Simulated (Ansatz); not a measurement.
Ansatz (a program for electronic structure) input (CCSD(T)/aug-cc-pV(D+d)Z):
A basis named .json is the Basis Set Exchange file of that set.

Ansatz 0.2 input:
```yaml
crystal:
  periodic: [false, false, false]
  atoms:
    - {symbol: Si, position_ang: [0.23221123, -0.14228547, 0.35668380]}
    - {symbol: F, position_ang: [-0.90078658, -0.95744892, -0.40825915]}
    - {symbol: F, position_ang: [0.39676744, 1.26628240, -0.36593023]}
    - {symbol: H, position_ang: [1.49823902, -0.87873003, 0.23656190]}
    - {symbol: H, position_ang: [-0.21302390, 0.09122531, 1.73756926]}
basis:
  gaussian:
    orbitals: aug-cc-pV_D+d_Z.json
magnetization: {spin_polarized: false}
correlation: {method: ccsd_t, electrons: outside_noble_gas}
output: {forces: true}
```

End of the output:

```
cycle   4  -14.47022893 eV  change    6.2e-3 eV  update   2.2e-3
cycle   5  -14.46848790 eV  change    1.7e-3 eV  update   9.8e-4
cycle   6  -14.46903955 eV  change   -5.5e-4 eV  update   2.6e-4
cycle   7  -14.46902742 eV  change    1.2e-5 eV  update   9.4e-5
cycle   8  -14.46896390 eV  change    6.4e-5 eV  update   2.6e-5
cycle   9  -14.46896456 eV  change   -6.7e-7 eV  update   8.6e-6
perturbative correction -0.31731802 eV, -0.0116612220 hartree
the calculation of the forces begins
Total energy: -13324.78003652 eV, -489.6766344818 hartree
Atom 0 at     0.232211    -0.142285     0.356684 Å, force     0.554039    -0.339483     0.851021 eV/Å
Atom 1 at    -0.900787    -0.957449    -0.408259 Å, force    -0.695954    -0.482904    -0.481386 eV/Å
Atom 2 at     0.396767     1.266282    -0.365930 Å, force     0.085764     0.856793    -0.455885 eV/Å
Atom 3 at     1.498239    -0.878730     0.236562 Å, force     0.074619    -0.043584     0.002301 eV/Å
Atom 4 at    -0.213024     0.091225     1.737569 Å, force    -0.018467     0.009178     0.083950 eV/Å
Dipole moment:     0.168966    -0.103532     0.259537 e Å
```
